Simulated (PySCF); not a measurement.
Ethyl 4,4,4-trifluorobut-2-ynoate, C6H5F3O2.
Atom-mapped SMILES: `[CH3:1][CH2:2][O:3][C:4](=[O:5])[C:6]#[C:7][C:8]([F:9])([F:10])[F:11]` (hydrogens: H12, H13, H14 on C1; H15, H16 on C2)

Method: PBE0-D3(BJ)/def2-SVP geometry optimisation, gas phase (PySCF 2.14.0).

List the bond lengths, angles and torsions at this level.

| bond | length (Å) | order |
| --- | --- | --- |
| C1–C2 | 1.510 | single |
| C2–O3 | 1.434 | single |
| O3–C4 | 1.326 | single |
| C4=O5 | 1.201 | double |
| C4–C6 | 1.458 | single |
| C6≡C7 | 1.208 | triple |
| C7–C8 | 1.470 | single |
| C8–F9, C8–F10, C8–F11 | 1.330 | single |
| C1–H12, C1–H13, C1–H14 | 1.100 | single |
| C2–H15, C2–H16 | 1.099 | single |

Bonds in one row agree within 0.01 Å and their mean is given. Orders are formal, as drawn. A selection of angles:
| angle | degrees |
| --- | --- |
| C2–C1–H12 | 109.8 |
| C2–C1–H13 | 110.9 |
| H12–C1–H13 | 108.3 |
| H13–C1–H14 | 108.9 |
| C1–C2–O3 | 111.2 |
| C1–C2–H15 | 111.8 |
| O3–C2–H15 | 104.4 |
| O3–C2–H16 | 108.7 |
| H15–C2–H16 | 109.2 |
| C2–O3–C4 | 116.7 |
| O3–C4–O5 | 126.0 |
| O3–C4–C6 | 110.7 |
| O5–C4–C6 | 123.3 |
| C4–C6–C7 | 177.4 |
| C6–C7–C8 | 179.5 |
| C7–C8–F9 | 111.1 |
| F9–C8–F10 | 108.1 |

Torsions: C1–C2–O3–C4 84° (synclinal); C2–O3–C4–O5 1° (synperiplanar). The mirror-image conformer, all signs reversed, is as good.

All 3 C–F bonds measure 1.330 Å. Of the pairs four or more bonds apart, O5···H16 is among the closest relative to their van der Waals radii: 2.41 Å, 89 % of the sum of Bondi's values. The 3 C–O bonds span 1.201 Å (C4=O5, drawn double) to 1.434 Å (C2–O3, drawn single), a spread of 0.233 Å. The C–C distances run from 1.208 Å (C6≡C7, drawn triple) to 1.510 Å (C1–C2, drawn single), a spread of 0.302 Å.

Point group: C1 (no symmetry element, even within 0.4 Å). Stationary, but not proved a minimum. The numbers are those of one conformer.
